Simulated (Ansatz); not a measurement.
Li₆H₅. The state is a doublet with charge 0. Geometry r2SCAN-D4/def2-TZVP, basis def2-TZVP, Ansatz.

```xyz
11

Li   -2.2810    0.9069   -2.5508
Li    0.4173    1.1675   -0.7938
Li   -2.0290   -0.9799   -0.5534
Li    1.1679   -1.3799    0.2312
Li    0.0042    0.1180    1.8218
Li    2.2445    0.7226    0.9667
H    -0.6279   -0.9913    0.4808
H     1.6262   -0.7188    1.8705
H     1.8770    0.0110   -0.6719
H     0.6450    1.5967    1.0099
H    -3.0443   -0.4528   -1.8109
```

```csv
run,HOMO (eV),LUMO (eV)
A,-3.30,-0.74
B,-4.17,-0.21
C,-2.72,-0.97
D,-2.64,-1.34
```

Another isomer (doublet) lies 0.63 eV lower at PBE0-D4/def2-TZVP; other spin states weren't run for this one.

HOMO and LUMO are taken over both spins.

Task: The runs used CAM-B3LYP, PBE, PBE0, r2SCAN. Estimate which is which.

Result: A PBE0 (25 % exact exchange); B CAM-B3LYP (range-separated); C r2SCAN (0 % exact exchange); D PBE (0 % exact exchange). Exact exchange lowers occupied and raises empty levels; among semilocal functionals meta-GGAs tend to open the gap a little, and such runs are hard to tell apart. The gap grows from 1.30 eV (PBE) to 3.96 eV (CAM-B3LYP).
